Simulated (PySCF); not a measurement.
C₃H₄BNO₂, SMILES N#CCB(O)C=O.

The structure is a stationary point at PBE-D3(BJ)/def2-SVP. The structure was generated by enumeration, and PubChem lists no compound with its InChIKey, so it may never have been made. The values are those of a single conformer.

All values below come from PySCF with PBE-D3(BJ)/def2-SVP.

Frequencies are harmonic and unscaled.

```json
[
 {"mode": "1", "ν (cm⁻¹)": "17", "IR (km/mol)": "11.4", "moving atoms (share of kinetic energy)": "C 31 %, O 25 %, H 25 %, N 18 %"},
 {"mode": "2", "ν (cm⁻¹)": "97", "IR (km/mol)": "7.1", "moving atoms (share of kinetic energy)": "N 51 %, O 22 %, C 21 %"},
 {"mode": "3", "ν (cm⁻¹)": "151", "IR (km/mol)": "5.1", "moving atoms (share of kinetic energy)": "O 35 %, C 32 %, H 25 %, B 8 %"},
 {"mode": "4", "ν (cm⁻¹)": "242", "IR (km/mol)": "21.8", "moving atoms (share of kinetic energy)": "O 62 %, C 14 %, H 12 %"},
 {"mode": "5", "ν (cm⁻¹)": "314", "IR (km/mol)": "8.4", "moving atoms (share of kinetic energy)": "O 47 %, C 27 %, N 11 %, H 8 %"},
 {"mode": "6", "ν (cm⁻¹)": "333", "IR (km/mol)": "0.8", "moving atoms (share of kinetic energy)": "H 41 %, C 35 %, N 16 %"},
 {"mode": "7", "ν (cm⁻¹)": "414", "IR (km/mol)": "0.0", "moving atoms (share of kinetic energy)": "B 40 %, H 24 %, C 23 %"},
 {"mode": "8", "ν (cm⁻¹)": "459", "IR (km/mol)": "9.9", "moving atoms (share of kinetic energy)": "C 54 %, O 28 %, N 9 %"},
 {"mode": "9", "ν (cm⁻¹)": "579", "IR (km/mol)": "7.3", "moving atoms (share of kinetic energy)": "C 59 %, O 14 %, H 13 %, B 9 %"},
 {"mode": "10", "ν (cm⁻¹)": "684", "IR (km/mol)": "27.0", "moving atoms (share of kinetic energy)": "H 53 %, C 33 %, B 11 %"},
 {"mode": "11", "ν (cm⁻¹)": "748", "IR (km/mol)": "16.2", "moving atoms (share of kinetic energy)": "C 56 %, O 21 %, H 18 %"},
 {"mode": "12", "ν (cm⁻¹)": "848", "IR (km/mol)": "39.1", "moving atoms (share of kinetic energy)": "H 79 %, C 12 %"},
 {"mode": "13", "ν (cm⁻¹)": "951", "IR (km/mol)": "28.0", "moving atoms (share of kinetic energy)": "C 48 %, H 25 %, N 19 %"},
 {"mode": "14", "ν (cm⁻¹)": "956", "IR (km/mol)": "35.8", "moving atoms (share of kinetic energy)": "H 57 %, C 28 %, B 11 %"},
 {"mode": "15", "ν (cm⁻¹)": "986", "IR (km/mol)": "88.7", "moving atoms (share of kinetic energy)": "H 56 %, B 26 %, C 10 %"},
 {"mode": "16", "ν (cm⁻¹)": "1113", "IR (km/mol)": "0.9", "moving atoms (share of kinetic energy)": "H 86 %, C 11 %"},
 {"mode": "17", "ν (cm⁻¹)": "1165", "IR (km/mol)": "16.2", "moving atoms (share of kinetic energy)": "H 51 %, C 40 %"},
 {"mode": "18", "ν (cm⁻¹)": "1243", "IR (km/mol)": "150.6", "moving atoms (share of kinetic energy)": "H 52 %, B 30 %, O 11 %"},
 {"mode": "19", "ν (cm⁻¹)": "1333", "IR (km/mol)": "19.1", "moving atoms (share of kinetic energy)": "H 89 %, C 9 %"},
 {"mode": "20", "ν (cm⁻¹)": "1347", "IR (km/mol)": "13.0", "moving atoms (share of kinetic energy)": "H 68 %, C 14 %, O 10 %, B 9 %"},
 {"mode": "21", "ν (cm⁻¹)": "1434", "IR (km/mol)": "170.8", "moving atoms (share of kinetic energy)": "B 67 %, O 22 %"},
 {"mode": "22", "ν (cm⁻¹)": "1707", "IR (km/mol)": "43.3", "moving atoms (share of kinetic energy)": "C 59 %, O 39 %"},
 {"mode": "23", "ν (cm⁻¹)": "2295", "IR (km/mol)": "20.2", "moving atoms (share of kinetic energy)": "C 62 %, N 37 %"},
 {"mode": "24", "ν (cm⁻¹)": "2847", "IR (km/mol)": "70.0", "moving atoms (share of kinetic energy)": "H 92 %"},
 {"mode": "25", "ν (cm⁻¹)": "2973", "IR (km/mol)": "6.4", "moving atoms (share of kinetic energy)": "H 94 %"},
 {"mode": "26", "ν (cm⁻¹)": "3021", "IR (km/mol)": "1.5", "moving atoms (share of kinetic energy)": "H 91 %, C 9 %"},
 {"mode": "27", "ν (cm⁻¹)": "3402", "IR (km/mol)": "128.6", "moving atoms (share of kinetic energy)": "H 94 %"}
]
```
